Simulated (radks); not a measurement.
Species: Ru+. Configuration: [Kr] 4d7. All-electron calculation, scalar-relativistic Kohn-Sham, PBEsol, spin-unpolarised, spherical densities, finite nucleus; Fermi nuclear charge, rms radius 4.4809 fm. Program: a radial shooting solver on a logarithmic mesh with Libxc functionals.

Normalised radial functions P(r) = r R(r), r in bohr:

```
   r/bohr * 3p (the largest magnitude, 1.72, reaches the edge; | marks zero)
 0.001498                             *
 0.001966                             *
 0.002581                             *
 0.003388                             *
 0.004447                             *
 0.005791                             |*
 0.007601                             |*
 0.009977                             |*
   0.0131                             | *
  0.01719                             |  *
  0.02256                             |    *
  0.02961                             |      *
  0.03887                             |         *
  0.05102                             |            *
  0.06697                             |              *
   0.0872                             |              *
   0.1145                             |          *
   0.1502                             | *
   0.1972                   *         |
   0.2589        *                    |
   0.3398  *                          |
    0.446     *                       |
   0.5854             *               |
   0.7684                      *      |
    1.009                           * |
    1.324                             *
    1.724                             *
    2.263                             *
     2.97                             *
    3.898                             *
    5.117                             *
```

3p: eigenvalue -454.24 eV, 1 radial node at r = 0.158 bohr, <r> = 0.403 bohr, 90 % of the charge inside 0.608 bohr.
